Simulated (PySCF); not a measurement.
**Unknown compound**

The spectra below were simulated for a compound C9H14O.

¹H NMR (400 MHz, computed): δ 5.99 (s, 1H), 1.97 (s, 3H), 1.93 (s, 2H), 1.86 (s, 2H), 0.97 (s, 6H).

¹³C{¹H} NMR (computed): δ 198.9, 165.2, 133.4, 52.6, 47.0, 33.7, 29.6 (2C), 27.1.

Theory: geometry: PBE0-D3(BJ)/def2-SVP, shielding tensors at PBE0/pcSseg-1 (GIAO), in PySCF 2.14 (one conformer, averaged over atoms made equivalent by symmetry, fast rotation or ring inversion, non-relativistic, isolated molecule).

Chemical shifts δ = σref − σ; ¹H (σ = 31.27 ppm), ¹³C (σ = 184.41 ppm) vs TMS, all at this level.

Propose a structure and justify it.

Results:


Rings plus π bonds: 3 (1 ring in the answer). 8 carbon signals for 9 carbons: some carbons are equivalent by symmetry or fast rotation. Carbon types of the structure: 3 × C, 1 × CH, 2 × CH2, 3 × CH3, which accounts for all hydrogens. δC 198.9: ketone carbonyl carbon; low-lying n→π* states of the double bond to the heteroatom give a large paramagnetic term (-262 ppm). δC 165.2: β carbon of a C=C–C=O unit; conjugation with the carbonyl draws π density from the β position. δC 133.4: α carbon of a C=C–C=O unit; an sp2 carbon of a C=C bond. δC 47.0: allylic sp3 CH2; saturated and bonded to C and H only. δC 29.6: methyl carbon; a saturated carbon with 1 carbon neighbour and no heteroatom attached. δH 5.99: hydrogen on an α carbon of a C=C–C=O unit; a vinylic proton, deshielded by the sp2 carbon and the C=C anisotropy. δH 1.93: hydrogen on an sp3 CH2 α to a carbonyl; α to C=O.

These data were computed for isophorone (CC1=CC(=O)CC(C)(C)C1).

The shifts were computed for this structure.

Shifts are as computed. Against solution values, carbons near 30 ppm lie about +2 ppm off and those near 130 ppm about +5 ppm. Of 1211 compounds with measured shifts, 218 miss one by over three times the rms of a fit or turn the order of signals round; such compounds aren't used in these exercises. No couplings were computed; multiplicities are counted from neighbouring protons, with m where these are inequivalent, close in shift, in a saturated or five-membered ring or joined by F or P, and br s for small geminal =CH2 splittings.
